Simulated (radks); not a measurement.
Results of a calculation; reference values are marked as such.
Gd II, 63 electrons, occupied as [Xe] 4f7 5d1 6s1.

Level of theory: scalar-relativistic Kohn-Sham, LDA (Slater exchange, Perdew-Wang correlation), spin-polarised, spherical densities, finite nucleus; open shells are filled with parallel spins first (spin-orbit coupling, left out, can overturn this in heavy ions); Fermi nuclear charge, rms radius 5.1569 fm; hard spherical wall at 2.5 bohr (a radial shooting solver on a logarithmic mesh with Libxc functionals).

Energy parts (hartree):
part                       energy
total                 -11257.3664
kinetic                12111.6483
electron-nucleus      -27545.6610
Hartree                 4419.6599
exchange-correlation    -243.0137

Orbitals (lengths in bohr, moments of r in powers of bohr):
| orbital | occ. | eigenvalue (hartree) | <r^2> | <1/r> |
|---|---|---|---|---|
| 1s up | 1 | -1838.215 | 0.0006559 | 71.58 |
| 1s down | 1 | -1838.210 | 0.0006559 | 71.58 |
| 2s up | 1 | -302.7709 | 0.01029 | 16.60 |
| 2s down | 1 | -302.7605 | 0.01029 | 16.60 |
| 2p up | 3 | -269.4794 | 0.008288 | 15.51 |
| 2p down | 3 | -269.4708 | 0.008288 | 15.51 |
| 3s up | 1 | -66.44457 | 0.06848 | 6.087 |
| 3s down | 1 | -66.34260 | 0.06837 | 6.093 |
| 3p up | 3 | -56.12779 | 0.06864 | 5.725 |
| 3p down | 3 | -56.02646 | 0.06850 | 5.731 |
| 3d up | 5 | -42.45237 | 0.05766 | 5.434 |
| 3d down | 5 | -42.37126 | 0.05750 | 5.440 |
| 4s up | 1 | -12.79288 | 0.3470 | 2.567 |
| 4s down | 1 | -12.56614 | 0.3470 | 2.566 |
| 4p up | 3 | -9.39711 | 0.3927 | 2.357 |
| 4p down | 3 | -9.17197 | 0.3930 | 2.356 |
| 4d up | 5 | -4.70021 | 0.4776 | 2.070 |
| 4d down | 5 | -4.47781 | 0.4794 | 2.067 |
| 5s up | 1 | -1.26208 | 1.793 | 1.023 |
| 5s down | 1 | -1.11148 | 1.813 | 1.014 |
| 5p up | 3 | -0.36149 | 2.061 | 0.9341 |
| 5p down | 3 | -0.22331 | 2.081 | 0.9262 |
| 4f up | 7 | 0.35545 | 0.8628 | 1.523 |
| 4f down | 0 | 0.56241 | 0.8951 | 1.503 |
| 5d up | 1 | 0.96479 | 2.411 | 0.8556 |
| 5d down | 0 | 1.09066 | 2.426 | 0.8513 |
| 6s up | 1 | 2.64516 | 2.695 | 0.9523 |
| 5f up | 0 | 2.68330 | 2.487 | 0.9609 |
| 6s down | 0 | 2.78355 | 2.689 | 0.9545 |
| 5f down | 0 | 2.81720 | 2.471 | 0.9749 |
| 6p up | 0 | 3.53109 | 2.629 | 0.9808 |
| 6p down | 0 | 3.67186 | 2.625 | 0.9816 |
| 7s up | 0 | 8.67929 | 2.554 | 1.086 |
| 7s down | 0 | 8.81397 | 2.551 | 1.087 |

The highest occupied level is 6s up at 71.979 eV. The configuration is held as typed, so some empty levels lie below it. Spin moment in Bohr magnetons: 9. The spin density at the nucleus is 360.9 e/bohr^3 (1s 1.2, 2s -1.4, 3s -14.7, 4s 1.5, 5s 8.4, 6s 366.0). The density falls to 0.001 e/bohr^3 at r = 2.44 bohr.
